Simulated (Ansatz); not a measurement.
The same path of BF3H3N (8 atoms, charge 0, multiplicity 1) was run twice with different band settings. Lost on the way: B1–F2, N5–H8. Made: F2–H8.

Theory: RHF/def2-SVP in Ansatz 0.2.0.

Relaxed end points:

```xyz
8
Properties=species:S:1:pos:R:3
B 0.030 -0.132 0.175
F 0.209 0.665 1.256
F 1.063 -0.125 -0.702
F -1.193 -0.030 -0.399
N 0.050 -1.687 0.810
H -0.098 -2.365 0.079
H 0.939 -1.874 1.248
H -0.677 -1.792 1.500
```

```xyz
8
Properties=species:S:1:pos:R:3
B 0.112 -0.611 -0.501
F -0.402 0.081 2.670
F 1.181 0.088 -0.797
F -1.024 -0.290 -1.071
N 0.178 -1.668 0.428
H -0.573 -2.327 0.487
H 1.067 -2.046 0.691
H -0.215 -0.566 2.061
```

Common settings: movable images 5; spring 5.0 eV/Å²; start path through a guess of the saddle point; force threshold 0.05 eV/Å; iteration limit 60; end points relaxed.

| run | climbing image | optimiser |
| --- | --- | --- |
| 1 | yes | quadratic models (default) |
| 2 | from the first iteration | fire |

What does each run give, and how far can it be trusted?

Run 1: converged after 13 iterations, highest image 2.133 eV above the first end. Neighbouring images differ by up to 1.9 eV, so the band resolves the path poorly. A vibrational analysis at the climbing image gives one clearly imaginary mode, 1512i cm⁻¹: a first-order saddle point.
Run 2: converged after 58 iterations, highest image 2.134 eV above the first end. Neighbouring images differ by up to 1.9 eV, so the band resolves the path poorly. Another band between the same ends (5 images) ends at a top of the same energy, where a vibrational analysis finds 1 clearly imaginary mode.
The orbitals stay closed-shell, which can raise the energy where a bond breaks towards radicals; this wasn't checked here.
